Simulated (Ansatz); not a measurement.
Basis-set extrapolation for CH6OSSi2 (`O[SiH]1CS[SiH2]1`) (PBE0-D4/def2-TZVP geometry, frozen core, the Gaussian-basis code of Ansatz). Multiplicity 1, RHF reference.

```
                       def2-TZVPP    def2-QZVPP
                 HF  -1091.764503  -1091.799084
    MP2 correlation     -0.823283     -0.888624
CCSD(T) correlation     -0.913552       not run
```

Energies in hartree. Use E(X) = E(∞) + A·exp(−7.88·√X) for Hartree–Fock and E(X) = E(∞) + B·X^(−2.97) for correlation, with X = 3 and 4, and add CCSD(T) minus MP2 of the smaller set to the MP2 limit.

Task: What is the CCSD(T) energy at the basis-set limit?

Result: HF limit: -1091.799084 + (-0.034581) × 0.13774 = -1091.80385. MP2 limit: -0.888624 + (-0.065341) × 0.74074 = -0.93702. Higher-order term: -0.913552 − (-0.823283) = -0.09027. Total: -1092.83114 hartree, 96.1 kcal/mol below CCSD(T)/def2-TZVPP.
